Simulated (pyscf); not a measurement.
## F–W(F)(F)(F)(F)–F (SMILES [F][W]([F])([F])([F])([F])[F]), singlet

Gas-phase minimum from PySCF at ωB97X-D3(BJ)/def2-SVP, one conformer. 

SMILES: [F][W]([F])([F])([F])([F])[F]
```xyz
7

F     -0.1193     0.8251    -0.4503
W     -0.8526    -0.6873    -1.1966
F     -1.7503    -1.0275     0.3723
F      0.5747    -1.6785    -0.5947
F     -1.5856    -2.2000    -1.9427
F     -2.2798     0.3037    -1.7996
F      0.0442    -0.3466    -2.7659
```

Bond lengths (Å): F1–W2 1.839, W2–F3 1.839, W2–F4 1.839, W2–F5 1.839, W2–F6 1.839, W2–F7 1.839. Bond angles (°): F1–W2–F3 90.0, F1–W2–F4 90.1, F1–W2–F5 180.0, F1–W2–F6 90.0, F1–W2–F7 90.0, F3–W2–F4 90.0, F3–W2–F5 90.0, F3–W2–F6 90.0, F3–W2–F7 180.0, F4–W2–F5 89.9, F4–W2–F6 180.0, F4–W2–F7 90.0, F5–W2–F6 90.1, F5–W2–F7 90.0 (the first ones only).

Properties at ωB97X-D3(BJ)/def2-SVP:

| Item | Result |
|---|---|
| Harmonic wavenumbers, unscaled | 133, 134, 134, 246, 246, 246, 317, 317, 317, 711, 712, 744, 745, 745, 791 cm⁻¹ |
| Zero-point energy | 9.3 kcal/mol |
| Rotational symmetry number | 24 |
| Entropy of this conformer at 298 K and 1 atm, rigid rotor and harmonic oscillator, modes under 100 cm⁻¹ raised to 100 | 352.7 J/(mol K) |
| Dipole moment | 0.00 D |

Single-point totals, which compare only within one level:

```csv
level,total energy (hartree)
ωB97X-D3(BJ)/def2-TZVP,-666.76526
PBE/def2-TZVP,-666.22959
r²SCAN/def2-TZVP,-666.54480
B3LYP-D3(BJ)/def2-TZVP,-666.75226
PBE0-D3(BJ)/def2-TZVP,-666.13952
M06-2X/def2-TZVP,-666.36936
ωB97M-D3(BJ)/def2-TZVP,-666.76129
```

Elements past Kr carry the def2 core potentials, without spin-orbit coupling.
